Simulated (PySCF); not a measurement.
C₄H₈F₂Si.
Geometry (PBE0-D3(BJ)/def2-SVP, Å), atoms numbered from 1 in this order:
```
atom  x, y, z in Å
F1    -1.2494   -1.7886    0.6766
C2    -0.5568   -0.6092    0.8241
C3    -1.3718    0.5786    0.3243
Si4   -0.0650    1.9207    0.0188
C5     1.4206    0.6984    0.1379
F6     2.3737    0.8552   -0.8474
C7     0.7578   -0.6721    0.0557
H8    -0.3486   -0.4917    1.9050
H9    -1.8183    0.2970   -0.6445
H10   -2.1940    0.8428    1.0042
H11   -0.1738    2.5465   -1.3301
H12   -0.0260    2.9839    1.0671
H13    1.9274    0.8126    1.1145
H14    1.4043   -1.4832    0.4247
H15    0.5273   -0.8854   -1.0026
```

The calculation used PySCF 2.14.0, PBE0-D3(BJ)/def2-SVP geometry optimisation, gas phase.

Take the most abundant isotopes and a rigid rotor. The values belong to one conformer with, in the numbering `[F:1][C@@H:2]1[CH2:3][SiH2:4][C@H:5]([F:6])[CH2:7]1`, F1–C2–C3–Si4 -160°, C2–C3–Si4–C5 13°, C3–Si4–C5–F6 135°, Si4–C5–C7–C2 -38°.

Give the principal moments of inertia and the rotational constants in MHz.

Ia = 155.03, Ib = 310.26, Ic = 433.58 u·Å²; 505379 MHz·u·Å²/I gives A = 3260, B = 1629, C = 1166 MHz.

Classify the top.

An asymmetric top: κ = (2 × 1629 − 3260 − 1166)/(3260 − 1166) = -0.56.

Is it planar, by Δ = Ic − Ia − Ib?

Not planar: Δ = Ic − Ia − Ib = -31.71 u·Å². For a rigid frame Δ = −2 Σ m c², so Σ m c² = 15.85 u·Å² lies off the ab plane: 10.39 from hydrogen and 5.47 from heavier atoms. The atom farthest from that plane is 1.49 Å away.

Which lines would a microwave search look for?

The dipole components are |μa| = 0.08 D, |μb| = 1.18 D, |μc| = 1.02 D. Intensities carry the squares of the components, which stand as 0.01 : 1.00 : 0.75 (a : b : c). Some lines, for components of 0.1 D or more:

```json
{"type": "c", "branch": "Q", "J(Ka,Kc)": "2(1,2) ← 2(0,2)", "MHz": "1253", "lower level (cm⁻¹)": "0.277"}
{"type": "c", "branch": "Q", "J(Ka,Kc)": "1(1,1) ← 1(0,1)", "MHz": "1631", "lower level (cm⁻¹)": "0.093"}
{"type": "b", "branch": "Q", "J(Ka,Kc)": "1(1,0) ← 1(0,1)", "MHz": "2094", "lower level (cm⁻¹)": "0.093"}
{"type": "b", "branch": "Q", "J(Ka,Kc)": "2(1,1) ← 2(0,2)", "MHz": "2643", "lower level (cm⁻¹)": "0.277"}
{"type": "b", "branch": "R", "J(Ka,Kc)": "2(0,2) ← 1(1,1)", "MHz": "3872", "lower level (cm⁻¹)": "0.148"}
{"type": "b", "branch": "R", "J(Ka,Kc)": "1(1,1) ← 0(0,0)", "MHz": "4425", "lower level (cm⁻¹)": "0.000"}
{"type": "c", "branch": "R", "J(Ka,Kc)": "1(1,0) ← 0(0,0)", "MHz": "4889", "lower level (cm⁻¹)": "0.000"}
{"type": "c", "branch": "Q", "J(Ka,Kc)": "2(2,1) ← 2(1,1)", "MHz": "4893", "lower level (cm⁻¹)": "0.365"}
{"type": "b", "branch": "Q", "J(Ka,Kc)": "2(2,0) ← 2(1,1)", "MHz": "4978", "lower level (cm⁻¹)": "0.365"}
{"type": "b", "branch": "Q", "J(Ka,Kc)": "2(2,1) ← 2(1,2)", "MHz": "6283", "lower level (cm⁻¹)": "0.319"}
{"type": "b", "branch": "R", "J(Ka,Kc)": "2(1,2) ← 1(0,1)", "MHz": "6757", "lower level (cm⁻¹)": "0.093"}
{"type": "c", "branch": "R", "J(Ka,Kc)": "2(1,1) ← 1(0,1)", "MHz": "8147", "lower level (cm⁻¹)": "0.093"}
{"type": "b", "branch": "R", "J(Ka,Kc)": "2(2,1) ← 1(1,0)", "MHz": "10945", "lower level (cm⁻¹)": "0.163"}
{"type": "c", "branch": "R", "J(Ka,Kc)": "2(2,0) ← 1(1,0)", "MHz": "11031", "lower level (cm⁻¹)": "0.163"}
{"type": "c", "branch": "R", "J(Ka,Kc)": "2(2,1) ← 1(1,1)", "MHz": "11409", "lower level (cm⁻¹)": "0.148"}
{"type": "b", "branch": "R", "J(Ka,Kc)": "2(2,0) ← 1(1,1)", "MHz": "11494", "lower level (cm⁻¹)": "0.148"}
```

Estimate the classical rotational partition function at 10 K, 25 K and 200 K.

Point group C1, symmetry number σ = 1; q = (√π/σ)·√((kT/h)³/(ABC)), k/h = 20836.6 MHz/K: 2140 at 10 K, 8470 at 25 K, 192000 at 200 K.

Stationary, but not proved a minimum. These are rigid-rotor constants of the computed structure; measured ground-state constants (B0) also hold zero-point vibration.

Hardware: one thread of an Arm Neoverse N1 (shared host). Cost: 88 s of wall time, 0.63 GiB resident at most. This is the geometry optimisation.
